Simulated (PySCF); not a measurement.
Point-charge models of `CCCCn1cpc(C)n1` against its computed dipole.

Coordinates (GFN2-xTB, Å) and charges (e) from the PBE0/pcSseg-1 density (PySCF):

| atom | x | y | z | Mulliken | IAO | Hirshfeld | ESP-fitted |
| --- | --- | --- | --- | --- | --- | --- | --- |
| C1 | -2.937 | -0.841 | 1.269 | -0.2528 | -0.4149 | -0.1151 | -0.4666 |
| C2 | -2.043 | -0.058 | 0.315 | -0.3100 | -0.2511 | -0.0694 | +0.3562 |
| C3 | -1.244 | -0.986 | -0.596 | -0.2448 | -0.2586 | -0.0692 | +0.0588 |
| C4 | -0.358 | -0.219 | -1.582 | +0.0718 | -0.1517 | -0.0103 | -0.2794 |
| N5 | 0.668 | 0.522 | -0.895 | -0.3974 | +0.0651 | +0.0526 | +0.2428 |
| C6 | 0.625 | 1.832 | -0.605 | -0.1106 | -0.3230 | -0.0726 | -0.2147 |
| P7 | 1.990 | 2.350 | 0.307 | +0.2876 | +0.1938 | -0.0113 | -0.2416 |
| C8 | 2.525 | 0.661 | 0.218 | -0.2885 | -0.0943 | -0.0142 | +0.4407 |
| C9 | 3.787 | 0.126 | 0.804 | -0.1630 | -0.4299 | -0.1248 | -0.4412 |
| N10 | 1.719 | -0.135 | -0.436 | -0.1919 | -0.2445 | -0.1293 | -0.4897 |
| H11 | -2.339 | -1.496 | 1.899 | +0.1119 | +0.1392 | +0.0415 | +0.1062 |
| H12 | -3.644 | -1.452 | 0.712 | +0.1067 | +0.1348 | +0.0382 | +0.0951 |
| H13 | -3.496 | -0.165 | 1.910 | +0.1176 | +0.1431 | +0.0422 | +0.1066 |
| H14 | -1.357 | 0.563 | 0.896 | +0.1487 | +0.1373 | +0.0297 | -0.0494 |
| H15 | -2.661 | 0.606 | -0.296 | +0.1082 | +0.1232 | +0.0331 | -0.0726 |
| H16 | -0.606 | -1.632 | 0.010 | +0.1349 | +0.1461 | +0.0380 | +0.0126 |
| H17 | -1.927 | -1.619 | -1.166 | +0.1199 | +0.1348 | +0.0431 | +0.0052 |
| H18 | 0.136 | -0.925 | -2.255 | +0.1370 | +0.1642 | +0.0520 | +0.1438 |
| H19 | -0.957 | 0.481 | -2.170 | +0.1170 | +0.1455 | +0.0524 | +0.1088 |
| H20 | -0.204 | 2.424 | -0.947 | +0.1092 | +0.1688 | +0.0549 | +0.1892 |
| H21 | 4.649 | 0.562 | 0.298 | +0.1343 | +0.1570 | +0.0468 | +0.1328 |
| H22 | 3.815 | -0.954 | 0.687 | +0.1247 | +0.1600 | +0.0459 | +0.1206 |
| H23 | 3.854 | 0.380 | 1.860 | +0.1295 | +0.1551 | +0.0460 | +0.1357 |

Question: Form Σ q r in debye for every column and set it beside the full dipole.

Answer: The full density gives (-2.15, -0.88, -0.97) D, 2.52 D in size; dipole vectors point from the negative to the positive end.

```csv
scheme,μx,μy,μz,size (D),share of the full size (%),angle to the full dipole (°)
Mulliken,-0.79,0.62,0.92,1.36,54,86
IAO,-1.66,0.27,-0.53,1.76,70,30
Hirshfeld,-1.42,-0.37,-0.78,1.67,66,8
ESP-fitted,-2.07,-0.88,-0.96,2.45,97,1
```

Question: Which set comes closest?

Answer: Length of the difference vector: ESP-fitted 0.08 D, Hirshfeld 0.91 D, IAO 1.32 D, Mulliken 2.77 D. Closest: ESP-fitted. The schemes that divide the density aren't constrained to reproduce the dipole.

Question: What is left for the Hirshfeld atoms' own dipoles?

Answer: The Hirshfeld atoms' densities add up to the full density, so μ = Σ q r + Σ (atomic dipoles). The atomic dipoles sum to (-2.15, -0.88, -0.97) − (-1.42, -0.37, -0.78) = (-0.73, -0.51, -0.19) D, 0.91 D in size.

Question: With the origin at the mean of the coordinates, (0.000, 0.001, 0.010) Å, which are the largest single terms, by size, of the Mulliken dipole along the direction of the full one?

Answer: P7 -3.64, C8 +3.42, C1 -2.81, C9 +2.81, H21 -2.76 D; all 23 atoms together +0.10 D. The single terms depend on the origin, their sum doesn't.

Question: Give the size of the full dipole in other units.

Answer: 2.52 D = 0.991 au = 0.524 e·Å = 8.40 × 10⁻³⁰ C·m.

The structure is a single GFN2-xTB conformer in the gas phase; no vibrational or solvent corrections.

Conformer computed: `[CH3:1][CH2:2][CH2:3][CH2:4][n:5]1[cH:6][p:7][c:8]([CH3:9])[n:10]1`: C1–C2–C3–C4 179°, C2–C3–C4–N5 65°, C3–C4–N5–C6 -99°.
